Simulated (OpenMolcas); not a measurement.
# 4s2 4p2 along the 32-electron sequence

```yaml
Program: OpenMolcas
Method: MS-RASPT2, IPEA 0.25 Eh, imaginary shift 0.1 Eh
Basis: ANO-RCC-VQZP
Scalar_Hamiltonian: DKH2, point nucleus
Spin-orbit_coupling: RASSI with atomic mean-field integrals over the reference wave functions, term energies averaged over their components
```

Active space for each ion: 4 electrons in 9 orbitals (RAS2 4s 4p; RAS3 4d, at most 2 electrons); closed shells correlated by CASPT2: 3d.

Computed levels in cm-1 above 3P0:

```json
{"Level": "3P1", "As+": "941", "Se2+": "1511", "Br3+": "2260", "Kr4+": "3240"}
{"Level": "3P2", "As+": "2290", "Se2+": "3510", "Br3+": "4990", "Kr4+": "6800"}
{"Level": "1D2", "As+": "9990", "Se2+": "12930", "Br3+": "15880", "Kr4+": "19130"}
{"Level": "1S0", "As+": "22660", "Se2+": "28040", "Br3+": "33490", "Kr4+": "38910"}
{"Level": "weight of 3P in the lowest level (%)", "As+": "99", "Se2+": "99", "Br3+": "98", "Kr4+": "97"}
```

Measured, with the error of the calculation in %. Measured levels: As+ from NIST Handbook of Basic Atomic Spectroscopic Data; Se2+ from Moore, Atomic Energy Levels, vol. II, NSRDS-NBS 35 (1971 reprint of NBS Circular 467, 1952); Kr4+ from Saloman, J. Phys. Chem. Ref. Data 36, 215 (2007).

| Level | As+ | Se2+ | Kr4+ |
| --- | --- | --- | --- |
| 3P1 | 1063 (-11.5) | 1741 (-13.2) | 3743 (-13.5) |
| 3P2 | 2541 (-9.7) | 3937 (-11.0) | 7595 (-10.5) |
| 1D2 | 10096 (-1.0) | 13032 (-0.8) | 19723 (-3.0) |
| 1S0 | 22599 (+0.3) |  | 39204 (-0.7) |

The fine-structure level 3P2 changes by a factor of 2.97 from As+ to Kr4+. Its fourth root runs 6.92, 7.70, 8.40, 9.08, with steps per unit of Z of 0.78, 0.71, 0.68; equal steps would mean a (Z - σ)^4 law with constant σ.

1D2 changes by a factor of 1.91 over the same range, with steps per unit of Z of +2940, +2950, +3250 cm-1.

Term energies are means over components that CASPT2 splits; among the terms shown or strongly mixed into the levels shown the widest spread is 39 cm-1 (4s2 4p2 1D, As+). Over all roots computed the reference weight is 0.92 to 0.98 in As+; the roots of lowest weight are the least certain, and an intruder state may touch them. The run also gave levels led by 4s 4p2 4d, 4s2 4p 4d, which use shells meant for correlation; these and all levels above them are left out (holds for As+; Se2+). Active for correlation alone: 4d; no level in the range computed is led by a configuration that fills it, so any true level of that kind is missing (holds for Br3+; Kr4+). Measured partners are found by configuration, term and J. A level has none where our copy of the source lacks it or the pairing is in doubt (some pairs that miss far off the trend of their configuration count as doubtful), and it then counts in no deviation. Levels of configurations outside the active space are missing.
